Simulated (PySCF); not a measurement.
Species: CH6ClPSn.
SMILES with atom numbers: `[PH2:1][SnH2:2][CH2:3][Cl:4]` (hydrogens: H5, H6 on P1; H7, H8 on Sn2; H9, H10 on C3)

Level of theory: PBE0-D3(BJ)/def2-SVP geometry optimisation, gas phase, def2 core potentials past Kr in PySCF.

Give the optimised bond lengths and angles.

```json
{"bond": "P1–Sn2", "length (bohr)": "4.745", "order": "single"}
{"bond": "Sn2–C3", "length (bohr)": "4.110", "order": "single"}
{"bond": "C3–Cl4", "length (bohr)": "3.378", "order": "single"}
{"bond": "P1–H5, P1–H6", "length (bohr)": "2.704", "order": "single"}
{"bond": "Sn2–H7, Sn2–H8", "length (bohr)": "3.242", "order": "single"}
{"bond": "C3–H9, C3–H10", "length (bohr)": "2.076", "order": "single"}
```

Bonds in one row agree within 0.02 bohr and their mean is given. Orders are formal, as drawn. A selection of angles:
```json
{"angle": "Sn2–P1–H5", "degrees": "92.2"}
{"angle": "H5–P1–H6", "degrees": "93.0"}
{"angle": "P1–Sn2–C3", "degrees": "108.3"}
{"angle": "P1–Sn2–H7", "degrees": "110.4"}
{"angle": "C3–Sn2–H7", "degrees": "110.1"}
{"angle": "C3–Sn2–H8", "degrees": "107.9"}
{"angle": "H7–Sn2–H8", "degrees": "110.3"}
{"angle": "Sn2–C3–Cl4", "degrees": "109.4"}
{"angle": "Sn2–C3–H9", "degrees": "110.9"}
{"angle": "Cl4–C3–H9", "degrees": "108.0"}
{"angle": "H9–C3–H10", "degrees": "108.9"}
```

Torsions: P1–Sn2–C3–Cl4 -54° (synclinal). The mirror-image conformer, all signs reversed, is as good.

P1 (three-coordinate phosphorus) is pyramidal (angles 93.0°, 92.2° and 90.8°, sum 276.1°, 0.90 Å off the plane of its three neighbours). Of the pairs four or more bonds apart, Cl4···H6 is among the closest relative to their van der Waals radii: 3.08 Å, 104 % of the sum of Bondi's values. Sn2 (tin bonded to C, P and 2 H) is tetrahedral (angles from 107.9° to 110.4°).

Point group: C1 (no symmetry element, even within 0.4 Å). Whether it is a minimum is left open (no frequencies). The numbers are those of one conformer (H–P1–Sn2–C3 -59° and 34°, P1–Sn2–C3–Cl4 -54°).
